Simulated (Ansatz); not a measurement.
Mulliken charges of CH3AlFNS, SMILES `N=[CH][Al]([F])[SH]` from B3LYP/def2-TZVPP in Ansatz (PBE0-D4/def2-TZVP geometry).

```json
{"atom": "N1", "x (Å)": "-0.201", "y (Å)": "1.259", "z (Å)": "0.728", "charge (e)": "-0.262"}
{"atom": "C2", "x (Å)": "0.693", "y (Å)": "0.353", "z (Å)": "0.665", "charge (e)": "-0.153"}
{"atom": "Al3", "x (Å)": "0.223", "y (Å)": "-1.074", "z (Å)": "-0.605", "charge (e)": "0.650"}
{"atom": "F4", "x (Å)": "1.226", "y (Å)": "-2.357", "z (Å)": "-0.853", "charge (e)": "-0.347"}
{"atom": "S5", "x (Å)": "-1.650", "y (Å)": "-0.903", "z (Å)": "-1.661", "charge (e)": "-0.266"}
{"atom": "H6", "x (Å)": "0.037", "y (Å)": "2.006", "z (Å)": "1.387", "charge (e)": "0.142"}
{"atom": "H7", "x (Å)": "1.608", "y (Å)": "0.406", "z (Å)": "1.273", "charge (e)": "0.095"}
{"atom": "H8", "x (Å)": "-1.843", "y (Å)": "0.254", "z (Å)": "-0.990", "charge (e)": "0.142"}
```

Q: By hand: the dipole of these point charges (1 e Å = 4.8032 D).

A: Σ q r = (0.001, 0.336, 0.229) e Å, of length 0.407 e Å = 1.95 D.

Q: How does the dipole of the full density compare? (Estimate.)

A: The calculation gave: (0.237, 0.366, 0.397) e Å, 2.83 D; the point charges give 0.69 times that, at 27° from its direction.

Point charges leave out the atoms' own dipoles, such as those of lone pairs, and Mulliken's split depends on the basis, so the two needn't agree.

B3LYP here is the variant with VWN-RPA as its local correlation; programs differ in this.
